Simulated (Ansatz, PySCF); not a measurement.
BrH3SiZn, SMILES [Br][Zn][SiH3]. Atoms are numbered in the order given.

```xyz
6

Zn     0.0000     0.0000     0.4547
Br     0.0000     0.0000    -1.8003
Si     0.0000     0.0000     2.8118
H      1.2106    -0.6989     3.3461
H     -1.2106    -0.6989     3.3461
H      0.0000     1.3979     3.3461
```

The structure is a stationary point at PBE0-D3(BJ)/def2-SVP. The structure was generated by enumeration; whether it is a known compound was not checked.

Two levels are set side by side: PBE-D3(BJ)/def2-SVP (Ansatz, a program for electronic structure) and PBE0-D3(BJ)/def2-SVP (Ansatz). Each level has its own optimised geometry; the coordinates shown are those of the second. Frequencies come from the Hessian of PySCF at each geometry. Differences are taken from unrounded values.

```json
[
 {"quantity": "mean bond length (Å)", "PBE0-D3(BJ)": "1.820"},
 {"quantity": "bond Zn1–Br2 (Å)", "PBE0-D3(BJ)": "2.255"},
 {"quantity": "bond Zn1–Si3 (Å)", "PBE0-D3(BJ)": "2.357"},
 {"quantity": "bond Si3–H4 (Å)", "PBE0-D3(BJ)": "1.496"},
 {"quantity": "bond Si3–H5 (Å)", "PBE0-D3(BJ)": "1.496"},
 {"quantity": "bond Si3–H6 (Å)", "PBE0-D3(BJ)": "1.496"},
 {"quantity": "highest harmonic wavenumber (cm⁻¹)", "PBE0-D3(BJ)": "2225"},
 {"quantity": "mean harmonic wavenumber (cm⁻¹)", "PBE0-D3(BJ)": "922"},
 {"quantity": "zero-point energy (kcal/mol)", "PBE0-D3(BJ)": "15.82"}
]
```

Question: What does PBE-D3(BJ) give, and how far is it from PBE0-D3(BJ)? (The exact figures need the calculation; the answer reports its results.)

Answer: 
| quantity | PBE-D3(BJ) | PBE-D3(BJ) minus PBE0-D3(BJ) |
|---|---|---|
| mean bond length (Å) | 1.827 | 0.006 |
| bond Zn1–Br2 (Å) | 2.264 | 0.009 |
| bond Zn1–Si3 (Å) | 2.349 | -0.008 |
| bond Si3–H4 (Å) | 1.507 | 0.010 |
| bond Si3–H5 (Å) | 1.507 | 0.010 |
| bond Si3–H6 (Å) | 1.507 | 0.010 |
| highest harmonic wavenumber (cm⁻¹) | 2161 | -64 |
| mean harmonic wavenumber (cm⁻¹) | 894 | -28 |
| zero-point energy (kcal/mol) | 15.33 | -0.48 |

GGA bonds tend to be longer and softer than those of functionals with exact exchange. Differences between two approximate levels are no errors against the true value.
